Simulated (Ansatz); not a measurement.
`CC#CC` and `CC#C[SiH2]C` differ in one atom or group.

Ansatz, PBE0-D4/def2-TZVP geometries, multiplicity 1. 

```json
{"property": "HOMO energy (B3LYP/def2-TZVPP) / eV", "`CC#CC`": "-6.90"}
{"property": "HOMO energy (PBE/def2-TZVPP) / eV", "`CC#CC`": "-5.91"}
{"property": "HOMO–LUMO gap (PBE0/def2-TZVPP) / eV", "`CC#CC`": "8.56"}
{"property": "HOMO–LUMO gap (B3LYP/def2-TZVPP) / eV", "`CC#CC`": "7.97"}
{"property": "size of the dipole moment (B3LYP/def2-TZVPP) / D", "`CC#CC`": "0.00"}
{"property": "size of the dipole moment (ωB97M-V/def2-TZVPP) / D", "`CC#CC`": "0.00"}
```

Task: What does the change do to each property? (An estimate is asked.)

Result: Ansatz gave: 
| property | `CC#C[SiH2]C` | shift |
| --- | --- | --- |
| HOMO energy (B3LYP/def2-TZVPP) / eV | -7.34 | -0.44 |
| HOMO energy (PBE/def2-TZVPP) / eV | -6.38 | -0.47 |
| HOMO–LUMO gap (PBE0/def2-TZVPP) / eV | 7.83 | -0.73 |
| HOMO–LUMO gap (B3LYP/def2-TZVPP) / eV | 7.39 | -0.58 |
| size of the dipole moment (B3LYP/def2-TZVPP) / D | 1.43 | 1.43 |
| size of the dipole moment (ωB97M-V/def2-TZVPP) / D | 1.45 | 1.45 |

With PBE0 the HOMO falls by 0.45 eV and the LUMO falls by 1.18 eV, so the gap narrows by about 0.73 eV. PBE moves the HOMO by -0.47 eV and ωB97M-V by -0.42 eV.

B3LYP here is the variant with VWN-RPA as its local correlation; programs differ in this.
